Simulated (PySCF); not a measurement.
C8H6N2O3S, SMILES c1nnc(-c2scc3c2OCCO3)o1.

The structure is a stationary point at PBE-D3(BJ)/def2-SVP. The structure was generated by enumeration, and PubChem lists no compound with its InChIKey, so it may never have been made. Other conformers were not sampled.

All values below come from TDA-PBE/def2-SVP (PySCF 2.14.0).

Vertical excitations. 

Computed lowest excited states:
```tsv
state	energy (eV)	λ (nm)	f	main pairs
S1	3.90	318	0.030	HOMO−2→LUMO 58 %, HOMO−1→LUMO 28 %
S2	3.91	317	0.045	HOMO−2→LUMO 41 %, HOMO−1→LUMO 40 %, HOMO→LUMO 10 %
S3	4.38	283	0.514	HOMO→LUMO 70 %, HOMO−1→LUMO 15 %
S4	4.88	254	0.046	HOMO−1→LUMO+1 81 %
S5	4.93	252	0.012	HOMO→LUMO+1 72 %, HOMO−3→LUMO 14 %
S6	5.26	236	0.001	HOMO→LUMO+2 98 %
T1	2.74	452	0	HOMO→LUMO 97 %
T2	3.03	409	0	HOMO−1→LUMO 97 %
```
Triplets are in the Tamm–Dancoff approximation.
